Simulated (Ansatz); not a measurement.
`OB(O)S` + `[OH][Al]([SH])[SH]` → `OB(S)S` + `[OH][Al]([OH])[SH]`  (redistribution)

Isolated molecules relaxed with PBE0-D4/def2-TZVP in Ansatz; ΔE leaves out vibrations. CBS: MP2 limit from def2 TZ/QZ plus the TZ coupled-cluster correction, frozen cores. This one scheme is used for every species. Functionals use def2-TZVPP. One conformer a species, not always the lowest.

(1) Is it downhill or uphill in electronic energy at CCSD(T)/CBS, and by how much? (Estimate.)

(2) What do these levels give: PBE0-D4, ωB97M-V, MP2/def2-TZVPP, SCS-MP2/def2-TZVPP, CCSD(T)/def2-TZVPP, MP2/def2-QZVPP? (An estimate is asked.)

Largest T1 diagnostic among the species: 0.013.

Results:

(1) Ansatz gave: Uphill: ΔE = +0.36 eV.

(2) The calculation gave: PBE0-D4 0.40, ωB97M-V 0.39, MP2/def2-TZVPP 0.31, SCS-MP2/def2-TZVPP 0.33, CCSD(T)/def2-TZVPP 0.36, MP2/def2-QZVPP 0.31 eV.

From PBE to PBE0 (25 % exact exchange), in def2-TZVPP and without D4, ΔE moves by +0.04 eV. In def2-TZVPP, CCSD(T) changes the Hartree–Fock value by −0.12 eV (the triples alone add −0.02 eV) and MP2 by −0.17 eV.
